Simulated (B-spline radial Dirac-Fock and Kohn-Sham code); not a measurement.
# In³⁺: eigenvalues, ΔSCF and the reference

System: indium as In³⁺, configuration [Kr] 4d10.

The density-functional columns are spherical, spin-unpolarised Dirac-Kohn-Sham results without Breit or QED terms: −ε is minus the orbital energy of the initial state and ΔSCF the difference of two total energies. The reference in the last column comes from Dirac-Fock ΔSCF + Breit + QED. All numbers are from an atomic code on a B-spline grid, in eV; a selection of levels is shown. The Kohn-Sham columns are given as differences from the reference. For the 1s level of heavy atoms much of the gap between ΔSCF and the reference is the Breit and QED part, -89.8 eV here; for other levels the error of the functional can be larger.

```csv
level,LDA −ε − DF,LDA ΔSCF − DF,PBE −ε − DF,PBE ΔSCF − DF,Dirac-Fock
K,-247.2,+81.4,-214.2,+115.5,27979.4
L1,-106.9,-48.5,-103.0,-44.8,4284.3
L2,-79.0,-6.4,-77.7,-5.2,3979.0
L3,-81.5,-13.1,-80.6,-12.2,3771.0
M1,-52.4,-31.8,-51.2,-30.8,868.8
M2,-41.2,-20.1,-40.9,-19.9,745.4
M3,-40.7,-20.3,-40.5,-20.1,706.9
M4,-23.7,-1.3,-24.1,-1.8,490.7
M5,-23.9,-1.8,-24.4,-2.3,483.2
N1,-20.7,-10.6,-20.7,-10.5,169.9
N2,-15.8,-6.0,-15.9,-6.1,128.2
N3,-15.8,-6.2,-15.9,-6.3,121.5
N4,-6.6,+2.0,-6.8,+1.7,55.22
N5,-6.6,+1.9,-6.8,+1.6,54.35
```

For the outermost level NIST gives 55.45 ± 0.04 eV (measured); the differences from it are LDA −ε -7.68, LDA ΔSCF +0.79, PBE −ε -7.93, PBE ΔSCF +0.55, Dirac-Fock -1.10 eV.

Values without a named source are computed, but for edge energies of neutral atoms, which are taken from tables.
